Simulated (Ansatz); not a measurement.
Consider the formal loss of a carbene: `C[S][Al]([NH2])[F]` → `[CH2]` (triplet) + `[NH2][Al]([F])[SH]`.

Calculated with Ansatz (gas phase, PBE0-D4/def2-TZVP geometries, no zero-point term in ΔE). CCSD(T)/CBS adds triple-zeta CCSD(T) − MP2 to the extrapolated MP2 energy (def2 sets, frozen cores). This one scheme is used for every species. DFT in def2-TZVPP. B3LYP here is the variant with VWN-RPA as its local correlation; programs differ in this. Triplets are unrestricted, without spin–orbit coupling. Each species was taken in one conformer, which may not be the lowest.

CCSD(T)/CBS gives +4.29 eV.

Q: Another level gave +4.28 eV. Which?
A. PBE0-D4/def2-TZVPP
B. HF/def2-TZVPP
C. r2SCAN/def2-TZVPP
D. B3LYP-D4/def2-TZVPP

A: A. PBE0-D4 4.28, r2SCAN 4.05, HF/def2-TZVPP 2.75, B3LYP-D4 4.23 eV.

Largest T1 diagnostic among the species: 0.011.

From PBE to PBE0 (25 % exact exchange), in def2-TZVPP and without D4, ΔE moves by −0.10 eV. In def2-TZVPP, CCSD(T) changes the Hartree–Fock value by +1.40 eV (the triples alone add +0.13 eV) and MP2 by +1.54 eV.
